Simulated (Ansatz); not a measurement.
Energy difference R1 → P1 + P2, each structure at its B3LYP-D3(BJ)/def2-TZVP stationary point, reached from a drawn start (curvature not checked).
P1: CF2 (SMILES F[C]F), charge 0, multiplicity 1.
R1: CF3 (SMILES F[C](F)F), charge 0, multiplicity 2.
P2: F atom, charge 0, multiplicity 2.

P less R. No zero-point or thermal terms; singlets are restricted closed shells; open shells are unrestricted; no spin–orbit coupling.

Correlated levels freeze the cores.

Codes used: Ansatz (an electronic-structure program) with Gaussian orbitals. Each number belongs to the level named beside it.

Question: Give the reaction energy at the level PBE/def2-TZVPP.

Answer: 826 kJ/mol

Question: Give the reaction energy at the level MP2/cc-pVQZ.

Answer: 893 kJ/mol

Question: What is the computed reaction energy (BHLYP/def2-TZVPP)?

Answer: 930 kJ/mol
